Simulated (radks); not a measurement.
Valence configurations of Au IV (all share [Xe]). All-electron calculation, Dirac Kohn-Sham, LDA (Slater exchange, Perdew-Wang correlation), spin-unpolarised, spherical densities, finite nucleus; open shells are shared between the two j in proportion to 2j + 1; Fermi nuclear charge, rms radius 5.4371 fm. Program: a radial shooting solver on a logarithmic mesh with Libxc functionals. Energies are relative to 4f14 5d8; eigenvalues in eV.

| valence | E (eV) | e(4f5/2) | e(4f7/2) | e(5d3/2) | e(5d5/2) | e(6p1/2) |
|---|---|---|---|---|---|---|
| 4f14 5d8 | 0.000 | -120.10 | -116.28 | -42.022 | -40.159 | - |
| 4f14 5d7 6s1 | 7.913 | -124.34 | -120.52 | -45.002 | -43.051 | - |
| 4f14 5d7 6p1 | 17.977 | -125.90 | -122.08 | -46.382 | -44.411 | -27.679 |
| 4f13 5d8 6s1 | 91.387 | -136.64 | -132.70 | -46.961 | -44.859 | - |
| 4f13 5d9 | 82.154 | -132.26 | -128.32 | -43.858 | -41.846 | - |
| 4f13.5 5d8 6s0.5 | 43.893 | -128.27 | -124.39 | -44.458 | -42.476 | - |
| 4f12 5d8 6s1 6p1 | 208.44 | -155.51 | -151.44 | -53.567 | -51.201 | -29.568 |
| 4f13 5d8 6p1 | 101.64 | -138.21 | -134.27 | -48.363 | -46.242 | -28.045 |
| 4f14 5d6 6s2 | 17.252 | -128.72 | -124.89 | -48.037 | -45.995 | - |
| 4f12 5d8 6p2 | 219.44 | -157.04 | -152.97 | -54.930 | -52.546 | -30.360 |

NIST lists [Xe] 4f14 5d8 as the ground configuration; this level of theory agrees among the configurations tried. The energies are those of spherical spin-averaged densities, not of single terms.
